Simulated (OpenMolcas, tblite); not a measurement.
**A ladder of methods for Si2NH6F (SMILES F[SiH2]N[SiH3])**

The species is Si2NH6F (10 atoms), meant as a singlet with charge 0. SMILES: `F[SiH2]N[SiH3]`. Geometry: relaxed at PBE0-D4/def2-TZVP. This is one conformer, not always the lowest.

```xyz
10

F    -1.5615    0.9943   -1.7767
Si   -0.3750    1.3018   -0.7459
N     0.5148   -0.0948   -0.3359
Si    0.1948   -1.2361    0.9287
H     0.5172    2.2672   -1.4267
H    -1.0101    1.8394    0.4759
H     1.2643   -0.3362   -0.9700
H     1.3915   -1.4221    1.7916
H    -0.1863   -2.5698    0.3920
H    -0.9244   -0.6833    1.7303
```

Quantity: the dipole moment, in D. The values are calculated.

```tsv
level	kind	program	value (D)	CPU time
GFN1-xTB	semi-empirical	tblite	1.97	under 2 s
HF/cc-pVDZ	Hartree–Fock	OpenMolcas	1.97	15 s
SVWN5/cc-pVDZ	LDA	OpenMolcas	1.73	44 s
PBE/cc-pVDZ	GGA	OpenMolcas	1.68	62 s
r2SCAN/cc-pVDZ	meta-GGA	OpenMolcas	1.74	61 s
BHLYP/cc-pVDZ	global hybrid	OpenMolcas	1.86	50 s
```

The values span 1.68 to 1.97 D. Magnitudes only. Times are those of the runs behind each value, whatever else they computed, on shared processors of several kinds: orders of magnitude only.
